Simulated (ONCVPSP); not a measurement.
**Configuration tests for hafnium (Hf) (ONCV)**

| Quantity | Value |
| --- | --- |
| Element | Hf (Z = 72) |
| Generator | ONCVPSP 4.0.1 |
| Type | optimised norm-conserving Vanderbilt (ONCV) |
| Functional | PBE |
| Relativity | scalar-relativistic |
| Frozen core | [Kr] 4d10 4f14 |
| Valence charge | 12 |
| Reference configuration | 5s2 5p6 5d1 (charge +3) |
| Partial waves | 5s: rc 1.10 bohr, ncon 4, nbas 7, qcut 4.9 1/bohr, 2 projectors, debl 2.9 Ha; 5p: rc 1.60 bohr, ncon 4, nbas 8, qcut 7 1/bohr, 1 projector; 5d: rc 1.65 bohr, ncon 4, nbas 8, qcut 5.6 1/bohr, 1 projector |
| Local potential | polynomial inside 0.70 bohr (lpopt 5, dvloc0 6 Ha) |
| Core correction | Teter function, fcfact 3, rcfact 1 |

In the s channel the program set the typed energies aside and used -3.464, 0.250 Ha.

Energies are relative to the spin-unpolarised reference configuration 5s2 5p6 5d1; without spin polarisation the order of configurations can differ from experiment.

```
valence configuration  charge  ΔE all-electron (eV)  error AE − PS (meV)
          5s2 5p6 5d2      +2               -21.794                 -0.2
      5s2 5p5 5d2 6s2      +1                -2.929                  +44
```

Problem. What are ΔE and the potential's error for 5s2 5p6 5d2 6s1?

Solution. ΔE = -35.974 eV all-electron; the error (AE − PS) is +37 meV.

Problem. What are ΔE and the potential's error for 5s2 5p6 5d2 6s2?

Solution. ΔE = -43.951 eV all-electron; the error (AE − PS) is +83 meV.

Note: ghosts flagged at negative energy: s at -352.7 eV, p at -165.1 eV; GHOST(+) flagged for d at 51.8 eV. A true bound ghost makes a file unfit for plane-wave use.
